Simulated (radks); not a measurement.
Results of a calculation; reference values are marked as such.
Question: Isoelectronic series with 61 electrons, each ion in its NIST ground configuration. Code: a radial shooting solver on a logarithmic mesh with Libxc functionals. Model: Dirac Kohn-Sham, PBEsol, spin-unpolarised, spherical densities, point nucleus; open shells fill j = l - 1/2 first. Total energies (hartree) and mean radii <r> (bohr) (* marks an orbital that is empty in some or all of the ions):

| ion | configuration | E (hartree) | 4f7/2* | 4f5/2 | 6s1/2* | 5p3/2* | 5p1/2 |
|---|---|---|---|---|---|---|---|
| Pm | [Xe] 4f5 6s2 | -10023.5734 | 1.088 | 1.063 | 4.361 | 1.726 | 1.630 |
| Eu2+ | [Xe] 4f7 | -10847.8297 | 0.9668 | 0.9500 | 3.521 | 1.647 | 1.553 |
| Gd3+ | [Xe] 4f7 | -11274.9124 | 0.8585 | 0.8475 | 3.107 | 1.555 | 1.470 |
| Tb4+ | [Xe] 4f7 | -11711.8410 | 0.7863 | 0.7776 | 2.812 | 1.471 | 1.394 |
| Dy5+ | [Kr] 4d10 4f8 5s2 5p5 | -12158.3087 | 0.7560 | 0.7478 | 2.609 | 1.416 | 1.342 |
| Ho6+ | [Kr] 4d10 4f9 5s2 5p4 | -12615.0060 | 0.7290 | 0.7210 | 2.445 | 1.365 | 1.295 |
| Er7+ | [Kr] 4d10 4f10 5s2 5p3 | -13082.0485 | 0.7045 | 0.6968 | 2.308 | 1.319 | 1.252 |
| Tm8+ | [Kr] 4d10 4f11 5s2 5p2 | -13559.5560 | 0.6820 | 0.6745 | 2.190 | 1.276 | 1.211 |

Estimate the row of Sm+ ([Xe] 4f6 6s1).

Answer: E (hartree) -10430.6712; 4f7/2* 1.021; 4f5/2 1.002; 6s1/2* 3.901; 5p3/2* 1.688; 5p1/2 1.593.
